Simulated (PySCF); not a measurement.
Dipole response of Sc(2+) (scandium, charge +2)

[Ar] 3d1, 2D determinant. Calculation: PySCF 2.14, in aug-cc-pVQZ-DK (9s8p6d4f3g2h, 140 functions); scalar relativity by spin-free X2C-1e. Coupled (time-dependent) response in atomic units; α is the mean over directions.

```json
{"method": "UHF", "mean α (bohr³)": "4.449", "α xx, yy, zz": "5.138, 5.138, 3.069", "C₆ (like pair)": "13.34", "S(−4)": "17.20"}
```

S(−4) is the Cauchy moment in α(ω) = α(0) + S(−4) ω² + …

α(iu) at UHF:

| u (hartree) | α(iu) (bohr³) |
| --- | --- |
| 0 | 4.449 |
| 0.0500 | 4.407 |
| 0.100 | 4.293 |
| 0.200 | 3.955 |
| 0.300 | 3.607 |
| 0.500 | 3.042 |
| 0.750 | 2.510 |
| 1.00 | 2.089 |
| 1.50 | 1.466 |
| 2.00 | 1.056 |
| 3.00 | 0.6019 |
| 5.00 | 0.2640 |

For an ion, C₆ is the dispersion term alone; charge-induced terms of lower order in 1/R come first.

The components differ because the open shell of this determinant is not spherical; for a pure term their mean is the scalar polarisability.
